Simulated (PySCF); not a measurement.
C₄H₁₂AlFSi, SMILES [Al]([CH3])([CH2]C[SiH2]F)[CH3], GFN2-xTB optimised geometry.

```
19

Si    -2.96     1.19     0.00
F     -3.48     2.72     0.00
C     -1.06     1.19     0.00
C     -0.47    -0.24     0.01
Al     1.54    -0.16    -0.07
C      2.43     1.59    -0.43
C      2.60    -1.83     0.19
H     -3.52     0.61     1.22
H     -3.52     0.61    -1.22
H     -0.69     1.74     0.87
H     -0.69     1.72    -0.88
H     -0.90    -0.81    -0.83
H     -0.83    -0.77     0.91
H      3.52     1.48    -0.36
H      2.22     1.98    -1.43
H      2.15     2.38     0.28
H      3.29    -2.01    -0.64
H      3.22    -1.79     1.09
H      1.97    -2.72     0.28
```

Density from B3LYP/def2-SVP run with PySCF at that geometry.

Minimum of the electron density along straight lines between bonded atoms, close to the bond critical point (lines longer than 1.1 times the sum of covalent radii, or with two minima, are not listed):

```csv
bond,length / Å,ρ at the minimum / e bohr⁻³,∇²ρ there / e bohr⁻⁵,position (fraction from the first atom)
Si1–F2,1.617,0.116,?,0.42
Si1–C3,1.892,0.117,0.31,0.38
C3–C4,1.545,0.229,?,0.51
C4–Al5,2.013,0.077,0.29,0.61
Al5–C6,1.994,0.078,0.30,0.40
Al5–C7,1.992,0.078,0.31,0.40
Si1–H8,1.458,0.120,0.33,0.49
Si1–H9,1.458,0.120,0.33,0.49
C3–H10,1.094,0.270,-0.95,0.62
C3–H11,1.095,0.271,-0.95,0.62
C4–H12,1.099,0.265,-0.90,0.62
C4–H13,1.099,0.265,-0.90,0.62
C6–H14,1.096,0.265,-0.92,0.62
C6–H15,1.095,0.264,-0.90,0.62
C6–H16,1.095,0.265,-0.91,0.62
C7–H17,1.095,0.264,-0.91,0.62
C7–H18,1.095,0.264,-0.90,0.62
C7–H19,1.095,0.266,-0.92,0.62
```

### Question
Complete the blanks.

### Answer

- Si1–F2, ∇²ρ there / e bohr⁻⁵: 1.04
- C3–C4, ∇²ρ there / e bohr⁻⁵: -0.48
